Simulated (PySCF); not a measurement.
Coordinates in bohr (charge 1 multiplicity 16):
```
S     0.0000    0.0000   -1.4625
Cr    0.0000    0.0000    2.8891
Cr    4.3597    0.0000   -0.9940
Cr   -4.3597    0.0000   -0.9940
```

These are results of UPBE/[S def2-SVP, Cr def2-SVP], no relativity, density fitting, PySCF, not measurements.

This geometry of Cr₃S⁺ is a stationary point at this level.

Question: What is the point group?

Answer: C2v.

Question: Is it a minimum?

Answer: No: it has 1 imaginary mode, at 82i cm⁻¹ (b1).

Question: List the harmonic modes with their infrared intensities.

Answer: 
| symmetry | ω (cm⁻¹) | IR (km/mol) |
| --- | --- | --- |
| b1 | 82i | – |
| a1 | 71 | 2.0 |
| b2 | 102 | 0.0 |
| a1 | 187 | 0.2 |
| a1 | 328 | 16.6 |
| b2 | 352 | 6.2 |

Question: What are the dipole moment and the gap between the highest occupied and lowest empty levels of either spin?

Answer: 1.80 D about the centre of mass and 0.63 eV.

In C2v the vibrations span b1 + 3a1 + 2b2. Here b1 is antisymmetric to the molecular plane and b2 lies in it.

This need not be the most stable arrangement of these atoms. Open d and f shells are described by one determinant, and the ground state may have another occupation or spin.
